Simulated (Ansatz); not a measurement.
This geometry of BrH + CH5BO (10 atoms, charge 0, multiplicity 1) is a first-order saddle point.

Method: RKS B3LYP-D4/def2-SVP in Ansatz.

```xyz
10
Properties=species:S:1:pos:R:3
B -0.049 0.111 0.121
O -0.137 0.148 1.613
H -1.057 0.078 1.917
H 1.070 -0.088 -0.255
C -1.344 -0.212 -0.688
H -1.457 -1.313 -0.746
H -2.267 0.203 -0.252
H -1.260 0.149 -1.725
Br 0.188 2.650 0.438
H 0.085 1.329 1.555
```

(1) Which two structures does it join? (They come from a converged band through this point; their orientation in space is the band's.)

(2) How far does it lie above each of them?

## Answers

(1) Bonds broken: Br9–H10. Bonds formed: B1–Br9, O2–H10. BrH + CH5BO becomes CH6BBrO.

Initial state:

```xyz
10
Properties=species:S:1:pos:R:3
B -0.403 0.132 -0.138
O -0.594 0.786 1.044
H -1.485 0.695 1.411
H 0.708 0.244 -0.602
C -1.527 -0.700 -0.847
H -1.182 -1.738 -1.004
H -2.493 -0.731 -0.316
H -1.702 -0.294 -1.860
Br 1.742 2.757 2.415
H 0.710 1.904 1.875
```

Final state:

```xyz
10
Properties=species:S:1:pos:R:3
B -0.066 0.464 0.014
O -0.261 0.103 1.639
H -1.123 0.466 1.912
H 1.047 0.051 -0.210
C -1.308 -0.175 -0.732
H -1.322 -1.274 -0.631
H -2.282 0.219 -0.388
H -1.242 0.049 -1.809
Br -0.069 2.515 0.070
H 0.399 0.639 2.115
```

(2) 0.86 eV above the first and 0.53 eV above the second. This is the barrier of this one path; another mechanism may lie lower. The orbitals stay closed-shell, which can raise the energy where a bond breaks towards radicals; this wasn't checked here.

Time of the run: 7.8 min on 2 threads of Arm Neoverse N1, with other jobs on the host, peak memory 0.24 GiB.
